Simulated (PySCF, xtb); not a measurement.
diindium oxide (In2O), SMILES [In][O][In] (connectivity only; charge and spin as stated), neutral, multiplicity 1.

GFN2-xTB in xtb at its own geometry gives an orbital gap of 5.00 eV and a dipole moment of 0.00 D.

The structure is a stationary point at B3LYP-D3(BJ)/def2-TZVP. The def2 effective core potentials stand for the cores of In; spin–orbit coupling is left out.

Problem. What does PBE0/def2-TZVPD (PySCF) give? (An estimate is asked for; the answer gives what the named calculation found.)

Solution. gap 4.77 eV (levels -5.88 and -1.11 eV), dipole 0.00 D.
